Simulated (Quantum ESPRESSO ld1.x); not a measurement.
The numbers below are computed, except where a source is named.
Task: The zirconium ion Zr3+, configuration [Kr] 4d1. Level of theory: Dirac Kohn-Sham, PBE, spin-unpolarised, spherical densities, point nucleus; open shells fill j = l - 1/2 first (ld1.x of Quantum ESPRESSO 7.5). Some entries of the table are withheld. Estimate them.

orbital  occ.  eigenvalue (eV)  <1/r> (bohr^-1)
1s1/2       2         -17845.1            41.26
2s1/2       2         -2496.16            9.341
2p1/2       2         -2287.28              (1)
2p3/2       4         -2201.42              (2)
3s1/2       2              (3)            3.161
3p1/2       2         -354.506            3.056
3p3/2       4         -340.832            2.959
3d3/2       4         -203.811            2.756
3d5/2       6         -201.312            2.731
4s1/2       2         -81.4908            1.128
4p1/2       2         -60.3813            1.013
4p3/2       4         -58.5402           0.9876
4d3/2       1         -28.2910           0.7150
4d5/2       0         -28.1041           0.7100
5s1/2       0         -24.2791           0.4471
5p1/2       0         -19.1707              (4)
5p3/2       0         -18.8552              (5)

Result: 
(1) 2p1/2 <1/r> (bohr^-1): 9.315
(2) 2p3/2 <1/r> (bohr^-1): 8.912
(3) 3s1/2 eigenvalue (eV): -432.256
(4) 5p1/2 <1/r> (bohr^-1): 0.3904
(5) 5p3/2 <1/r> (bohr^-1): 0.3842
